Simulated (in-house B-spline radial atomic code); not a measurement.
Settings and results of a run for the potassium ion K³⁺. Computed with a B-spline radial code for spherical atoms: Dirac-Kohn-Sham BHandHLYP, spherical fractional occupations, exact exchange averaged over the configuration, Fermi nucleus of rms radius 3.4349 fm.

Command:
```bash
python run_scf.py task.json out
```
Settings (nuclear radius in fm, mass in u):
```
Z                19
configuration    [Ne] 3s2 3p4
hamiltonian      dirac
method           bhandhlyp
spin_polarised   False
nucleus          fermi
rms_radius       3.4349
atomic_mass      38.96371
speed_of_light   137.035999084
exact_exchange   averaged over the configuration
```

Output (hartree, bohr):
```
 radial grid: 68 intervals, B-splines of order 8, outer radius 18.6486 bohr

 iter        energy (Eh)    residual
    1        -596.554133    2.96e-01
    2        -599.011231    1.12e-01
    3        -599.236173    3.55e-02
    4        -599.263899    1.07e-02
    5        -599.267379    4.65e-03
    6        -599.267743    1.82e-04
    7        -599.267744    5.87e-06
    8        -599.267744    3.18e-07
    9        -599.267744    2.28e-08

 total energy                      -599.26774
 kinetic                             603.5006
 electron-nucleus                  -1403.1487
 Hartree                             232.5141
 exact exchange                      -15.5810
 exchange-correlation                -16.5527

 first-order corrections (not in the total)
   Gaunt                             0.1730
   retardation                      -0.0136
   frequency dependence             -0.0002
   self-energy                       0.1134
   Uehling                          -0.0081
   Wichmann-Kroll                    0.0000
   recoil                            0.0069

 orbital      occ     eigenvalue          <r>       <r^2>       <1/r>       r_max    small
 1s1/2      2.000      -133.4673    0.0809976  0.00882513     18.7211     0.05303  4.60e-03
 2s1/2      2.000       -15.3728     0.385233    0.175778     3.82703      0.3172  7.64e-04
 2p1/2      2.000       -12.5675     0.347573    0.149657     3.73396      0.2612  7.37e-04
 2p3/2      4.000       -12.4591     0.349978    0.151591     3.69916      0.2631  7.31e-04
 3s1/2      2.000        -2.8699      1.20263     1.65783     1.15407       1.049  1.50e-04
 3p1/2      1.333        -2.1802      1.29287     1.94524     1.04939       1.101  1.29e-04
 3p3/2      2.667        -2.1679      1.29879     1.96277     1.04319       1.106  1.28e-04
```

Cost of the run: 1.7 s on 1 thread of Arm Neoverse N1 (shared host).

For the Dirac Hamiltonian the kinetic term is c α·p + (β - 1)c².
